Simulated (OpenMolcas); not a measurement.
An atom or ion with 13 electrons was computed by XMS-RASPT2, IPEA 0.25 Eh, imaginary shift 0.1 Eh with spin-orbit coupling (OpenMolcas, ANO-RCC-VTZP, DKH2). The lowest levels that the run gave, each within 12 % of the measured value where one is at hand:

| J | Parity | E (eV) | g |
| --- | --- | --- | --- |
| 1/2 | odd | 0.0000 | 0.666 |
| 3/2 | odd | 0.1043 | 1.334 |
| 1/2 | even | 8.689 | 2.670 |
| 3/2 | even | 8.727 | 1.735 |
| 5/2 | even | 8.788 | 1.601 |
| 3/2 | even | 11.705 | 0.800 |
| 5/2 | even | 11.708 | 1.201 |
| 1/2 | even | 15.483 | 2.000 |
| 1/2 | even | 16.843 | 0.668 |
| 3/2 | even | 16.910 | 1.334 |

**Question.** Which ion is it, and what are the configurations and terms?

**Answer.** S3+ (Z = 16, charge +3; active space 3 electrons in 9 orbitals (RAS2 3s 3p; RAS3 3d, at most 2 electrons)). J, parity and g give the terms where levels are pure, and mixed ones are named by the computed weights; the size of the splittings, set against known spectra of the 13-electron sequence, gives the charge. In order, with the measured energies in eV (NIST levels in Podobedova, Kelleher and Wiese, J. Phys. Chem. Ref. Data 38, 171 (2009)): 3s2 3p 2P* 1/2, 3s2 3p 2P* 3/2 (0.1180), 3s 3p2 4P 1/2 (8.8257), 3s 3p2 4P 3/2 (8.8684), 3s 3p2 4P 5/2 (8.9361), 3s 3p2 2D 3/2 (11.6673), 3s 3p2 2D 5/2 (11.6731), 3s 3p2 2S 1/2 (15.3132), 3s 3p2 2P 1/2 (16.5667), 3s 3p2 2P 3/2 (16.6443).

Term energies are means over components that CASPT2 splits; among the terms shown or strongly mixed into the levels shown the widest spread is 14 cm-1 (3s 3p2 2D). Active for correlation alone: 3d; no level in the range computed is led by a configuration that fills it, so any true level of that kind is missing. Some terms mix strongly with configurations of 3d, whose occupation reaches 0.17 (3s 3p2 2D). Measured partners are found by configuration, term and J. A level has none where our copy of the source lacks it or the pairing is in doubt (some pairs that miss far off the trend of their configuration count as doubtful), and it then counts in no deviation. Levels of configurations outside the active space are missing.

* marks odd parity.
